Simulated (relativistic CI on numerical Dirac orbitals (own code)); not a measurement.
Tc5+: resonant inelastic scattering at the M2,3 edge

Computed with this model: Dirac-Coulomb-Breit CI, KLI orbitals optimised for each configuration, a model potential for QED, valence Slater integrals scaled by 0.8, Kramers-Heisenberg scattering through one core-hole configuration in a parametric crystal field; configurations [Kr] 4d2 → [Ne] 3s2 3p5 3d10 4s2 4p6 4d3; 80 K; core-hole width 1.2 eV; summed over polarisations. Incident energies are the highest absorption maxima for each field (at most a few, so the weaker spin-orbit partner edge can be absent), on the computed scale of the free ion. Intensities are in per cent of the strongest line above 0.02 eV; levels within 1 cm⁻¹ are merged; final levels count from the ground level, the first row holds all elastic scattering, lines under 0.4 are left out and each table stops after 24 rows. The scale of the Slater integrals is a model choice and moves the terms in proportion.

Field parameters in Wybourne normalisation: Oh B⁴₀ = 21Dq, B⁴₄ = √(5/14) B⁴₀. The field is a parameter set, without covalency.

S is read from ⟨S²⟩ = S(S + 1).

Oh, 10Dq = 8500 cm⁻¹:

```
Final level (eV)  Degeneracy  Irrep     S  437.9 eV  458.2 eV
           0.000           2      E  0.99    2834.6     134.4
           0.034           3     T2  0.99     100.0      17.2
           0.253           3     T1  1.00       9.3       2.9
           0.369           1     A1  1.00      35.4      13.3
           0.994           3     T2  0.94      29.6      31.4
           1.028           1     A2  1.00       2.4       5.8
           1.154           3     T1  1.00      37.1       5.6
           1.178           2      E  1.00      31.5      11.5
           1.593           2      E  0.11      74.4      15.5
           1.603           3     T2  0.21      59.2      21.8
           2.158           3     T2  0.96      18.4       6.1
           2.222           1     A1  0.98      21.9      25.5
           2.327           3     T1  1.00      60.1      13.8
           2.464           3     T2  0.94      28.9       6.7
           2.488           2      E  0.96      18.6       4.4
           2.796           3     T2  0.21       2.2       4.7
           2.863           1     A1  0.04       6.6       8.5
           3.017           3     T1  0.01       1.8       5.4
           3.763           2      E  0.03       1.6       0.5
           6.083           1     A1  0.02       0.7       2.6
```

Oh, 10Dq = 19250 cm⁻¹:

```csv
Final level (eV),Degeneracy,Irrep,S,435.9 eV,438.1 eV,439 eV
0.000,2,E,0.99,479.5,1118.0,962.6
0.015,3,T2,1.00,58.7,34.9,18.0
0.216,3,T1,1.00,51.8,23.7,25.2
0.308,1,A1,1.00,8.2,16.5,56.3
1.485,3,T2,0.10,3.4,23.9,29.8
1.541,2,E,0.03,5.8,42.6,18.4
2.259,1,A2,1.00,0.9,12.7,7.2
2.323,3,T2,0.97,7.3,100.0,46.2
2.372,3,T1,1.00,2.2,42.4,28.4
2.381,2,E,1.00,2.6,25.1,18.8
3.097,1,A1,0.26,0.7,29.9,54.8
3.497,1,A1,0.89,0.4,2.1,7.9
3.507,3,T1,1.00,4.2,40.8,73.6
3.595,3,T2,0.92,2.6,16.6,75.1
3.634,2,E,0.99,2.6,6.2,35.1
3.925,3,T2,0.22,0.3,2.3,4.2
4.247,3,T1,0.01,0.3,1.2,3.7
4.762,3,T2,0.98,0.1,1.1,2.3
```

Oh, 10Dq = 29950 cm⁻¹:

```csv
Final level (eV),Degeneracy,Irrep,S,436.7 eV,438.9 eV,440 eV
0.000,2,E,0.99,726.6,622.4,631.3
0.009,3,T2,1.00,64.4,8.0,3.2
0.199,3,T1,1.00,32.3,14.6,24.4
0.282,1,A1,1.00,4.4,12.3,19.0
1.485,3,T2,0.03,36.4,16.0,11.3
1.511,2,E,0.02,21.7,4.9,6.8
3.250,1,A1,0.03,5.9,37.6,12.3
3.543,1,A2,1.00,1.5,26.6,13.1
3.586,3,T2,1.00,8.7,100.0,36.6
3.652,3,T1,1.00,3.2,38.7,17.8
3.656,2,E,1.00,2.7,28.1,23.3
4.725,1,A1,0.99,0.4,6.3,11.5
4.769,3,T1,1.00,2.5,36.1,61.4
4.846,3,T2,0.94,2.2,16.1,72.4
4.883,2,E,1.00,1.6,7.8,32.0
5.203,3,T2,0.17,0.6,2.0,8.2
5.531,3,T1,0.01,0.3,1.5,6.4
7.351,3,T2,1.00,0.1,0.5,1.1
```

For the first field the strongest loss at the lowest incident energy is the level at 0.03 eV (S = 0.99, against 0.99 in the thermal ground state). Levels of other spin, the first over 8 % at 1.59 eV, appear because spin-orbit coupling of the core hole, and in heavier ions of the valence shell too, mixes spins.
